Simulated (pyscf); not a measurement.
**H₂N–GaH₂, singlet**

Gas-phase minimum from PySCF at ωB97X-D3(BJ)/def2-SVP, one conformer. 

SMILES: [NH2][GaH2]
```xyz
6

N      1.1100    -0.0772    -0.2899
Ga    -0.5519     0.6345    -0.1792
H      1.9350     0.4380    -0.5750
H      1.3318    -1.0435    -0.0784
H     -1.7030    -0.3178     0.2772
H     -0.7052     2.1448    -0.5474
```
Charge 0, spin multiplicity 1.

Bonds (Å): N1–Ga2 1.811, N1–H3 1.014, N1–H4 1.014, Ga2–H5 1.562, Ga2–H6 1.562. Bond angles (°): Ga2–N1–H3 124.3, Ga2–N1–H4 124.2, H3–N1–H4 111.4, N1–Ga2–H5 117.0, N1–Ga2–H6 117.1, H5–Ga2–H6 125.9.

Properties at ωB97X-D3(BJ)/def2-SVP:

```
Item                                                                                                                                                                                  Value
---------------------------------------------------------------------------------------------------------------------  --------------------------------------------------------------------
Harmonic wavenumbers, unscaled                                                                                         370, 441, 535, 624, 718, 763, 763, 1538, 2018, 2028, 3627, 3728 cm⁻¹
Zero-point energy                                                                                                                                                             24.5 kcal/mol
Rotational symmetry number                                                                                                                                                                2
Entropy of this conformer at 298 K and 1 atm, rigid rotor and harmonic oscillator, modes under 100 cm⁻¹ raised to 100                                                       262.4 J/(mol K)
Dipole moment                                                                                                                                                                        1.19 D
```

Single-point totals, which compare only within one level (frozen core for MP2 and CC):

| level | total energy (hartree) |
|---|---|
| ωB97X-D3(BJ)/def2-TZVP | -1982.02545 |
| PBE/def2-TZVP | -1981.67208 |
| r²SCAN/def2-TZVP | -1981.99510 |
| B3LYP-D3(BJ)/def2-TZVP | -1982.10078 |
| PBE0-D3(BJ)/def2-TZVP | -1981.71926 |
| M06-2X/def2-TZVP | -1982.00277 |
| ωB97M-D3(BJ)/def2-TZVP | -1982.07918 |
| HF/def2-TZVPP | -1980.05717 |
| MP2/def2-TZVPP | -1980.51540 |
| CCSD/def2-TZVPP | -1980.52821 |
| CCSD(T)/def2-TZVPP | -1980.54586 |

The CCSD(T) − MP2 part came from Ansatz, without density fitting, on the same reference. The frozen core leaves the outer d or s,p core shells of the metals and heavy elements correlated in the MP2 and CC values, and def2-TZVPP describes them poorly, so these totals are far from the basis limit. Elements up to Kr have no core potential and no relativistic terms here.
